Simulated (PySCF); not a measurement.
# Electron correlation in Co²⁺ (cobalt, charge +2)

[Ar] 3d7, high-spin 4F determinant. Computed with PySCF 2.14 in aug-cc-pVDZ, with the non-relativistic Hamiltonian (point nucleus). Frozen: [Ar]; 7 electrons correlated.

| level | correlation energy (mhartree) |
| --- | --- |
| CCSD | -150.68 |
| (T) | -1.95 |
| CCSD(T) | -152.63 |

Diagnostics: T1 = 0.0069, D1 = 0.0103, largest double amplitude 0.029.

Cost of the coupled-cluster step: about 1.4 core-seconds, for 7 correlated electrons.

Iterations:

```
CC2 = 0
CCSD nocc = (np.int64(5), np.int64(2)), nmo = (50, 50)
frozen orbitals [[0, 1, 2, 3, 4, 5, 6, 7, 8], [0, 1, 2, 3, 4, 5, 6, 7, 8]]
max_cycle = 100
direct = 0
conv_tol = 1e-08
conv_tol_normt = 1e-06
diis_space = 8
diis_start_cycle = 0
Init t2, MP2 energy = -0.151289626161747
Init E_corr(UCCSD) = -0.151289626168589
cycle = 1  E_corr(UCCSD) = -0.148974515369268  dE = 0.0023151108  norm(t1,t2) = 0.0292885
cycle = 2  E_corr(UCCSD) = -0.150556387312226  dE = -0.00158187194  norm(t1,t2) = 0.00667229
cycle = 3  E_corr(UCCSD) = -0.150502571855012  dE = 5.38154572e-05  norm(t1,t2) = 0.00319024
cycle = 4  E_corr(UCCSD) = -0.150678265493078  dE = -0.000175693638  norm(t1,t2) = 0.00158427
cycle = 5  E_corr(UCCSD) = -0.150684974394903  dE = -6.70890182e-06  norm(t1,t2) = 0.000402261
cycle = 6  E_corr(UCCSD) = -0.150682980690106  dE = 1.9937048e-06  norm(t1,t2) = 0.00010086
cycle = 7  E_corr(UCCSD) = -0.150684060627567  dE = -1.07993746e-06  norm(t1,t2) = 4.39055e-05
cycle = 8  E_corr(UCCSD) = -0.150684004686317  dE = 5.59412495e-08  norm(t1,t2) = 1.8037e-05
cycle = 9  E_corr(UCCSD) = -0.150683790147513  dE = 2.14538805e-07  norm(t1,t2) = 9.25637e-06
cycle = 10  E_corr(UCCSD) = -0.150683880737349  dE = -9.05898367e-08  norm(t1,t2) = 3.2155e-06
cycle = 11  E_corr(UCCSD) = -0.150683904240111  dE = -2.35027616e-08  norm(t1,t2) = 9.92484e-07
cycle = 12  E_corr(UCCSD) = -0.15068390316243  dE = 1.07768103e-09  norm(t1,t2) = 2.48281e-07
UCCSD converged
E(UCCSD) = -1380.756627809223  E_corr = -0.1506839031624298
UCCSD(T) correction = -0.0019545798809916
```
